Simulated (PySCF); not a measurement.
ClZn, neutral, multiplicity 2. Atoms are numbered in the order given.

```xyz
2

Zn     0.0000     0.0000    -0.7867
Cl     0.0000     0.0000     1.3883
```
Charge 0, spin multiplicity 2.

The structure is a stationary point at PBE-D3(BJ)/def2-TZVP. The spin state was assumed, not searched.

All values below come from PBE/def2-TZVPD (PySCF).

Mulliken values depend strongly on the basis, most of all with diffuse functions as here. Atomic charges (e):

| atom | meta-Löwdin | Mulliken | Mulliken spin |
|---|---|---|---|
| Zn1 | 0.68 | 0.21 | 0.82 |
| Cl2 | -0.68 | -0.21 | 0.18 |
